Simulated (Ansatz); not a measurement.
Total energies of H$_{6}$N$_{2}$O$_{2}$Si, SMILES `N[Si](N)(O)O`.

Z-matrix (Å, degrees):
```
Si
N 1 1.697
O 1 1.647 2 101.9
N 1 1.699 2 112.2 3 -125.3
O 1 1.648 2 115.2 3 119.1
H 2 1.004 1 122.0 3 -9.8
H 2 1.004 1 122.6 3 154.1
H 3 0.958 1 115.5 2 163.0
H 4 1.005 1 122.6 2 69.7
H 4 1.005 1 120.4 2 -134.8
H 5 0.958 1 115.3 2 -30.2
```

The species carries charge 0 and has multiplicity 1. All single points use the PBE0-D4/def2-TZVP geometry. It is one conformer, not always the lowest. Basis def2-TZVPP, the Gaussian-basis code of Ansatz.

RPA on PBE orbitals: Hartree–Fock energy of these orbitals -551.32394 Eh, correlation -1.59889 Eh (frozen core).

| functional | energy without D4 (Eh) | D4 term (kJ/mol) |
| --- | --- | --- |
| LDA (SPW92) | -550.22828 | – |
| revPBE | -553.21436 | -69.9 |
| r2SCAN | -553.21661 | -5.4 |
| PBE0 | -552.96316 | -18.5 |
| r2SCANh | -553.20055 | -5.6 |
| r2SCAN0 | -553.17749 | -6.2 |
| CAM-B3LYP | -553.29298 | -18.5 |
| LC-ωPBE | -553.13543 | – |
| ωB97X-V | -553.24127 | – |
| ωB97M-V | -553.27203 | – |

Question: Give the same for PBE, BLYP, B97M-V, B3LYP, HSE06 (plane-wave form), BHLYP, B2PLYP, PBE-QIDH. (An estimate is asked.)

Answer: Computed: 
| functional | energy without D4 (Eh) | D4 term (kJ/mol) |
| --- | --- | --- |
| PBE | -552.92477 | -22.1 |
| BLYP | -553.30401 | -49.2 |
| B97M-V | -553.23480 | – |
| B3LYP | -553.39777 | -35.5 |
| HSE06 (plane-wave form) | -552.94430 | -17.1 |
| BHLYP | -553.24098 | -25.9 |
| B2PLYP | -553.07668 | – |
| PBE-QIDH | -552.85235 | – |

B3LYP takes the VWN-RPA correlation (the form of Gaussian; ORCA's B3LYP/G). HSE06 is the plane-wave form, built on full-range PBE exchange. The double hybrids freeze the cores in their second-order part.

LC-ωPBE has ω = 0.4 bohr⁻¹.
